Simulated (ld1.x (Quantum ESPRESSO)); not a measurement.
## Configuration tests for Mn (Z = 25) (TM)

- Element: Mn (Z = 25)
- Generator: ld1.x (Quantum ESPRESSO) 7.5
- Type: norm-conserving Troullier–Martins (Kleinman–Bylander form)
- Functional: PBE
- Relativity: fully relativistic
- Frozen core: [Ar]
- Valence charge: 7
- Reference configuration: 3d5 4s1 4p0 (charge +1)
- Partial waves: 4s (bound): rc 1.70 bohr; 4p (bound, empty): rc 2.90 bohr; 3d (bound): rc 1.45 bohr; 4f channel at -0.2 Ry: rc 2.30 bohr
- Local potential: the f channel
- Core correction: a·sin(br)/r model core inside 0.90 bohr

Open shells are filled in proportion to 2j + 1 (rel_dist='average').

Energies are relative to the spin-unpolarised reference configuration 3d5 4s1 4p0; without spin polarisation the order of configurations can differ from experiment. Not all tests gave a result: 2 of 7 tests not solved or not reliable. The f channel is local and has no spin–orbit splitting in the pseudo-atom.

(1) Give the all-electron excitation energy and the error of the potential for: 3d5 4s2 4p0; 3d5 4s0 4p0; 3d4 4s0 4p0; 3d4 4s2 4p0; 3d3 4s0 4p0.

Note: ghost state, extra bound levels that the all-electron valence spectrum of the same l lacks: s at -5.8 eV. A true bound ghost makes a file unfit for plane-wave use.

Results:

(1)

```tsv
valence configuration	charge	ΔE all-electron (eV)	error AE − PS (meV)
3d5 4s2 4p0	0	-8.416	+7.0
3d5 4s0 4p0	+2	15.599	-7.5
3d4 4s0 4p0	+3	48.118	-279
3d4 4s2 4p0	+1	4.771	+367
3d3 4s0 4p0	+4	98.879	-1514
```

These tests converged, but a pseudo level misses the all-electron one widely, so the file describes the atom poorly there or has found another state: 3d4 4s0 4p0: empty 4s by 5.6 eV (a node warning on the way).
